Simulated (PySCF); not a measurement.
One molecule, one basis, several functionals.

C3H7NOSi.
Geometry (PBE0-D3(BJ)/def2-SVP, Å), atoms numbered from 1 in this order:
```
atom  x, y, z in Å
C1    -1.9453   -0.2569   -0.7505
C2    -0.6162   -0.6212   -0.1375
O3     0.1331    0.5606    0.0838
Si4    1.6319    0.6152    0.7651
C5     2.7878   -0.4305   -0.2637
N6     3.4737   -1.0991   -0.9175
H7    -1.7961    0.2601   -1.7097
H8    -2.5076    0.4125   -0.0830
H9    -2.5480   -1.1596   -0.9300
H10   -0.0547   -1.2990   -0.8069
H11   -0.7647   -1.1577    0.8187
H12    1.6683    0.0395    2.1382
H13    2.1133    2.0143    0.7211
```

PySCF, pcSseg-1 basis, density fitting, gas phase, PBE0-D3(BJ)/def2-SVP geometry. One functional is left out:

```tsv
functional	exact exchange (%)	HOMO energy (eV)	LUMO energy (eV)	dipole moment (D)
B97-D	0	-7.25	-1.69	3.213
BLYP	0	-7.10	-1.66	3.186
BP86	0	-7.32	-1.92	3.232
LDA	0	-7.30	-2.11	3.275
OPBE	0	-7.17	-1.67	3.150
PBE	0	-7.19	-1.83	3.187
B97-2	21	-8.50	-0.89	3.241
PBE0	25	-8.76	-0.88	3.245
mPW1PW91	25	-8.80	-0.88	3.260
BHandHLYP	50	-10.26	0.18	3.301
```

**Question.** Predict the row of B3LYP (20 % exact exchange) by straight lines through the other rows, and check it.

**Answer.** 
| property | line | computed | computed − line | B97-2 (21 %), for comparison |
| --- | --- | --- | --- | --- |
| HOMO energy (eV) | -8.45 | -8.52 | -0.07 | -8.50 |
| LUMO energy (eV) | -1.02 | -1.07 | -0.05 | -0.89 |
| dipole moment (D) | 3.244 | 3.238 | -0.006 | 3.241 |

**Question.** Which of these properties follows the share of exact exchange most closely, and which least?

**Answer.** Most closely the HOMO energy, least the dipole moment; the correlations over the tabulated rows are HOMO energy -0.998, LUMO energy 0.980, dipole moment 0.702. The HOMO energy moves by -0.611 eV for every 10 %. Functionals with the same share still differ in their other parts: at 0 % BLYP and BP86 differ by 0.22 eV in it.
